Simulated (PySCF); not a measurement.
**Two-dimensional NMR puzzle**

Compound of formula C2H13O2PSi3. Correlations simulated from computed shifts and the bond graph:

HSQC (one-bond C–H):
```
  δH   δC
0.51  2.1
0.29  7.8
```

COSY cross peaks (H two or three bonds apart, from the bond graph; peaks can be absent where the dihedral angle is near 90°):
```
  δH    δH
5.38  5.19
5.38  0.51
5.19  0.51
```

HMBC (two and three bonds, from the bond graph):
```
  δH   δC
5.38  2.1
5.19  2.1
1.01  7.8
```

Calculated, not measured (PySCF 2.14): σ from GIAO-PBE0/pcSseg-1, coordinates at the GFN2-xTB level. Non-relativistic, no solvent, rapidly exchanging positions averaged, one conformer.

Chemical shifts δ = σref − σ; ¹H, ¹³C against TMS, all at this level.

Exchangeable hydrogens are left out of these lists.

Problem. Assemble the structure.

Solution. `C[SiH2]O[Si@@](C)(P)O[SiH3]`.

Atom-mapped SMILES (the numbers label the heavy atoms): `[CH3:1][SiH2:2][O:3][Si@@:4]([CH3:5])([PH2:6])[O:7][SiH3:8]`; H(Xn) means a hydrogen on atom n. Ha(Si2) is pro-R; Hb(Si2) is pro-S.

1. δC 7.8 is C5, a methyl carbon bonded to Si (δH 0.29).
2. δC 2.1 is C1, a methyl carbon bonded to Si (δH 0.51).
3. COSY links 5.38–5.19, 5.38–0.51, 5.19–0.51.

This is the structure that produced the data.

Shifts are as computed. Against solution values, carbons near 30 ppm lie about +3 ppm off and those near 130 ppm about +5 ppm. Of 1211 compounds with measured shifts, 218 miss one by over three times the rms of a fit or turn the order of signals round; such compounds aren't used in these exercises.
